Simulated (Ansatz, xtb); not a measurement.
## BFGeH2Sn: which of two structures lies lower

We compare I, a singlet given by its coordinates, with II, a singlet given by its coordinates. Both are isolated molecules in the gas phase, relaxed with PBE-D3(BJ)/def2-SVP.

I (Å):

```xyz
6

B     1.2235    1.6998   -0.7877
F     0.4439    2.4199   -1.5989
Ge    0.9508   -0.3134   -0.5507
Sn    2.4172   -1.6586    0.9765
H     2.1117    2.2836   -0.1849
H    -0.2068   -0.9793   -1.3572
```

Close contacts (Å): B1–F2 1.34, B1–Ge3 2.05, Ge3–Sn4 2.51, B1–H5 1.22, Ge3–H6 1.56.

II (Å):

```yaml
atoms:
  - { symbol: B, position_ang: [1.0029, -1.1618, 0.7896] }
  - { symbol: F, position_ang: [0.8780, -2.3280, 0.1399] }
  - { symbol: Ge, position_ang: [0.9278, 0.5854, -0.3556] }
  - { symbol: Sn, position_ang: [-1.3693, 1.0039, 0.6284] }
  - { symbol: H, position_ang: [0.5448, 1.5242, 1.0900] }
  - { symbol: H, position_ang: [1.3140, -1.2040, 1.9702] }
```

Close contacts (Å): B1–F2 1.34, B1–Ge3 2.09, Ge3–Sn4 2.53, B1–H6 1.22, Ge3–H5 1.77, Sn4–H5 2.04.

Question: Estimate which is lower in electronic energy at CCSD(T)/def2-SVP + ΔMP2/def2-TZVPP, and by roughly how much.

Answer: Too close to call at this level: CCSD(T)/def2-SVP + ΔMP2/def2-TZVPP gives E(II) − E(I) = −0.60 kJ/mol.

How the difference moves with the method:

| level | geometry | E(II) − E(I) (kJ/mol) | departure from the last row (kJ/mol) | job, with rough time for the two |
| --- | --- | --- | --- | --- |
| PBE-D3(BJ)/def2-SVP | PBE-D3(BJ)/def2-SVP | −12.60 | −12.00 | optimisation, 2.1 min |
| HF/def2-SVP | PBE-D3(BJ)/def2-SVP | +29.72 | +30.32 | part of the CCSD(T) run |
| MP2/def2-SVP | PBE-D3(BJ)/def2-SVP | +12.19 | +12.78 | part of the CCSD(T) run |
| CCSD(T)/def2-SVP | PBE-D3(BJ)/def2-SVP | +14.82 | +15.42 | single point |
| CCSD(T)/def2-SVP + ΔMP2/def2-TZVPP | PBE-D3(BJ)/def2-SVP | −0.60 |  | single point, 2.6 min |

The largest departure from CCSD(T)/def2-SVP + ΔMP2/def2-TZVPP is that of HF/def2-SVP, 30.32 kJ/mol. Levels run at GFN2-xTB geometries aren't shown. The last row adds to CCSD(T) the change of the MP2 difference between the two basis sets, here −15.42 kJ/mol, a large step that makes the value less sure.

With harmonic frequencies from PBE-D3(BJ)/def2-SVP (ideal gas, rigid rotor, one conformer each, 298.15 K, 1 atm): on the last row, ΔE + ΔZPE = −1.33 kJ/mol. A mode under 50 cm⁻¹ makes harmonic enthalpies and free energies unreliable, so none is given.

The T1 diagnostic of structure II is large, so the coupled-cluster value is less sure. The correlated steps freeze 15 core orbitals; the filled d shell of Ge and Sn is correlated, in a basis made for valence electrons. Atoms past krypton carry core potentials in the def2 sets and no spin–orbit term is included. Programs: Ansatz 0.2.0; the last row on 1 thread of AMD EPYC (Zen 3) on a shared host.
